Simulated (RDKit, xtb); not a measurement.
Dimer: dimethyl selenide (SMILES C[Se]C) (first 9 atoms) with NH3 (SMILES N); geometry from B3LYP-D3(BJ)/def2-TZVP.
(charge 0, multiplicity 1):
```xyz
13

C     -0.79871     0.06320    -1.83228
Se    -0.60525     0.35728     0.09725
C      1.31833     0.72987     0.10270
H     -0.17824    -0.77308    -2.14772
H     -1.84517    -0.16983    -2.01792
H     -0.52507     0.96420    -2.37730
H      1.85965    -0.11304    -0.32245
H      1.58659     0.85644     1.14919
H      1.52513     1.63788    -0.45973
N      0.40567     0.15568     3.40339
H      0.80110    -0.21467     4.25996
H     -0.33996     0.79176     3.66244
H     -0.02324    -0.61591     2.90344
```

Monomers are frozen at their geometry in the pair; levels with a basis set take the counterpoise correction. RDKit's UFF carries no charges.

Codes used: RDKit for the force fields; xtb for the GFN methods. Each number belongs to the level named beside it.

### Question
One of these levels gives -0.20 kcal/mol for the interaction energy. Which?
A) GFN2-xTB
B) GFN-FF
C) UFF

### Answer
C, UFF. The others give -2.24 (GFN-FF), -2.92 (GFN2-xTB)
